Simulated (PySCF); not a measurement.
```xyz
12

B     -2.1030    -0.8953    -0.0670
C     -0.6277    -0.5706    -0.0656
S      0.5832    -1.8030    -0.2894
C      1.8648    -0.6938    -0.1639
C      1.4278     0.5943     0.0435
C      0.0109     0.6653     0.0995
O     -0.6851     1.7904     0.2908
H     -2.9124    -0.0138     0.0913
H     -2.4732    -2.0360    -0.2265
H      2.9005    -1.0238    -0.2467
H      2.0937     1.4530     0.1511
H     -0.0796     2.5332     0.3829
```

Charge 0, multiplicity 1.

Problem. Give the Mulliken and meta-Löwdin atomic charges from ωB97X-D3(BJ)/def2-TZVP // PBE0-D3(BJ)/def2-SVP in PySCF.

Solution. 
```tsv
atom	Mulliken (e)	meta-Löwdin (e)
B1	-0.08	-0.06
C2	-0.10	-0.28
S3	0.10	0.32
C4	-0.15	-0.22
C5	-0.22	-0.21
C6	0.19	0.26
O7	-0.36	-0.44
H8	0.02	0.01
H9	0.00	0.00
H10	0.15	0.14
H11	0.13	0.12
H12	0.32	0.35
```
